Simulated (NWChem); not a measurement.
Everything below was run with NWChem. System: ClTl, charge 0, spin multiplicity 1, at a geometry optimised with B3LYP/def2-SVP with def2 effective core potentials on Tl. The structure started from a generated list of species. Level: B3LYP/def2-SVPD with def2 effective core potentials on Tl, VWN1-RPA local correlation.

The NWChem input:

```
start mol
memory heap 200 mb stack 900 mb global 1100 mb
geometry units angstroms nocenter noautoz
  Tl     0.000000     0.000000    -0.440461
  Cl     0.000000     0.000000     2.098665
  symmetry group C2v
end
basis spherical
  * library def2-svpd
end
ecp
  Tl library def2-ecp
end
dft
  xc b3lyp
  semidirect memsize 60000000 filesize 0
  iterations 100
end
task dft energy
```

Output (cleaned and shortened):

```
             Northwest Computational Chemistry Package (NWChem) 7.3.0
             --------------------------------------------------------

                                NWChem Input Module
                                -------------------

 Scaling coordinates for geometry "geometry" by  1.889725989
 (inverse scale =  0.529177249)

 Turning off AUTOSYM since
 SYMMETRY directive was detected!

                             Geometry "geometry" -> ""
                             -------------------------

 Output coordinates in angstroms (scale by  1.889725989 to convert to a.u.)

  No.       Tag          Charge          X              Y              Z
 ---- ---------------- ---------- -------------- -------------- --------------
    1 Tl                  81.0000     0.00000000     0.00000000    -0.44046100
    2 Cl                  17.0000     0.00000000     0.00000000     2.09866500

 Effective nuclear repulsion energy (a.u.)     286.9794850167

            Nuclear Dipole moment (a.u.)
            ----------------------------
        X                 Y               Z
 ---------------- ---------------- ----------------
     0.0000000000     0.0000000000    -0.0000680301

      Symmetry information
      --------------------

 Group name             C2v
 Group number             16
 Group order               4
 No. of unique centers     2

      Symmetry unique atoms

     1    2


 Summary of "ao basis" -> "" (spherical)
 ------------------------------------------------------------------------------
       Tag                 Description            Shells   Functions and Types
 ---------------- ------------------------------  ------  ---------------------
 *                         def2-svpd                  on all atoms

                                 NWChem DFT Module
                                 -----------------

 Summary of "ao basis" -> "ao basis" (spherical)
 ------------------------------------------------------------------------------
       Tag                 Description            Shells   Functions and Types
 ---------------- ------------------------------  ------  ---------------------
[...]
              MO Center= -3.4D-16, -4.3D-16,  1.0D+00, r^2= 4.0D+00
   Bfn.  Coefficient  Atom+Function         Bfn.  Coefficient  Atom+Function
  ----- ------------  ---------------      ----- ------------  ---------------
    46      0.512101  2 Cl pz                43      0.398797  2 Cl pz
     3      0.377849  1 Tl s                  4      0.248779  1 Tl s
    14     -0.246950  1 Tl pz                 1     -0.244635  1 Tl s
    40      0.230967  2 Cl pz                20      0.141947  1 Tl d  0
    17     -0.103954  1 Tl pz                 8      0.085418  1 Tl pz

 Vector   20  Occ=0.000000D+00  E=-7.870967D-02  Symmetry=b1
              MO Center=  2.3D-15, -1.0D-18, -5.1D-01, r^2= 4.7D+00
   Bfn.  Coefficient  Atom+Function         Bfn.  Coefficient  Atom+Function
  ----- ------------  ---------------      ----- ------------  ---------------
    15      0.619104  1 Tl px                12      0.548028  1 Tl px
    44     -0.167528  2 Cl px                 9     -0.166525  1 Tl px
     6     -0.164344  1 Tl px                41     -0.114632  2 Cl px
    47     -0.076646  2 Cl px                38     -0.064536  2 Cl px
    31      0.053360  1 Tl d  1              21     -0.028421  1 Tl d  1

 Vector   21  Occ=0.000000D+00  E=-7.870967D-02  Symmetry=b2
              MO Center= -1.6D-17,  8.1D-17, -5.1D-01, r^2= 4.7D+00
   Bfn.  Coefficient  Atom+Function         Bfn.  Coefficient  Atom+Function
  ----- ------------  ---------------      ----- ------------  ---------------
    16      0.619104  1 Tl py                13      0.548028  1 Tl py
    45     -0.167528  2 Cl py                10     -0.166525  1 Tl py
     7     -0.164344  1 Tl py                42     -0.114632  2 Cl py
    48     -0.076646  2 Cl py                39     -0.064536  2 Cl py
    29     -0.053360  1 Tl d -1              19      0.028421  1 Tl d -1

 Vector   22  Occ=0.000000D+00  E=-2.075079D-02  Symmetry=a1
              MO Center= -1.8D-15, -1.8D-15, -1.3D+00, r^2= 7.2D+00
   Bfn.  Coefficient  Atom+Function         Bfn.  Coefficient  Atom+Function
  ----- ------------  ---------------      ----- ------------  ---------------
    17      0.715221  1 Tl pz                 5     -0.606429  1 Tl s
     4      0.569880  1 Tl s                 14      0.366533  1 Tl pz
    36     -0.295046  2 Cl s                 46      0.284720  2 Cl pz
     3      0.278855  1 Tl s                 49      0.271288  2 Cl pz
    30     -0.240944  1 Tl d  0               1     -0.165138  1 Tl s

 center of mass
 --------------
 x =   0.00000000 y =   0.00000000 z =  -0.13306317

 moments of inertia (a.u.)
 ------------------
         687.762740925820           0.000000000000           0.000000000000
           0.000000000000         687.762740925820           0.000000000000
           0.000000000000           0.000000000000           0.000000000000

     Multipole analysis of the density
     ---------------------------------

     L   x y z        total         alpha         beta         nuclear
     -   - - -        -----         -----         ----         -------
     0   0 0 0     -0.000000    -19.000000    -19.000000     38.000000

     1   1 0 0     -0.000000     -0.000000     -0.000000      0.000000
     1   0 1 0     -0.000000     -0.000000     -0.000000      0.000000
     1   0 0 1     -1.921001    -25.930984    -25.930984     49.940968

     2   2 0 0    -27.558003    -13.779001    -13.779001      0.000000
     2   1 1 0     -0.000000     -0.000000     -0.000000      0.000000
     2   1 0 1      0.000000      0.000000      0.000000      0.000000
     2   0 2 0    -27.558003    -13.779001    -13.779001      0.000000
     2   0 1 1     -0.000000     -0.000000     -0.000000      0.000000
     2   0 0 2    -35.767795   -158.849581   -158.849581    281.931367

 Task  times  cpu:        1.6s     wall:        1.6s

 Total times  cpu:        1.6s     wall:        1.6s
```
